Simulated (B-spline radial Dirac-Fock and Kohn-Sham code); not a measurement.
**X-ray lines that fill the 2p1/2 vacancy in Yb**

System: the free ytterbium atom, 1s2 2s2 2p6 3s2 3p6 3d10 4s2 4p6 4d10 4f14 5s2 5p6 5d1 6s1 (not the ground configuration).

The run's input, task.json:

```json
{"items": [{
  "Z": 70,
  "q": 0,
  "cfg": [[1, 0, 2], [2, 0, 2], [2, 1, 6], [3, 0, 2], [3, 1, 6], [3, 2, 10], [4, 0, 2], [4, 1, 6], [4, 2, 10], [4, 3, 14], [5, 0, 2], [5, 1, 6], [5, 2, 1], [6, 0, 1]],
  "A": 174,
  "rrms": 5.3108,
  "do": ["binding", "quiet", "decay"],
  "holes": ["K", "L1", "L2", "L3", "M1", "M2", "M3", "M4", "M5", "N1", "N2", "N3", "N4", "N5", "N6", "N7"]
}]}
```

Launch: `python xray_run.py task.json out`

Method: independent-particle rates on relativistic LDA orbitals of the hole state (multipoles up to L = 3, Coulomb Auger matrix elements, transition energies from Dirac-Fock). Computed with a B-spline atomic structure program.

| line | multipole | energy (eV) | rate (s⁻¹) | share (%) |
| --- | --- | --- | --- | --- |
| Lη | E1 | 7575.4 | 3.41e+13 | 2.13 |
| L2-M3 | E2 | 8024.0 | 9.96e+11 | 0.0624 |
| Lβ1 | E1 | 8403.3 | 1.32e+15 | 82.5 |
| Lγ5 | E1 | 9485.8 | 8.34e+12 | 0.522 |
| Lγ1 | E1 | 9778.8 | 2.33e+14 | 14.6 |
| L2-O1 | E1 | – | 1.36e+12 | 0.0849 |
| L2-N6 | E2 | 9972.2 | 4.52e+11 | 0.0283 |
| Lγ6 | E1 | 9974.1 | 9.67e+11 | 0.0605 |

The listed lines hold 100.0 % of the radiative rate. A dash stands for an energy that rests on an unreliable hole state. The radiative width is 1.05 eV in the length form and 1.07 eV in the velocity form; the two differ because the transition energies are not eigenvalue differences of the potential that gave the orbitals.
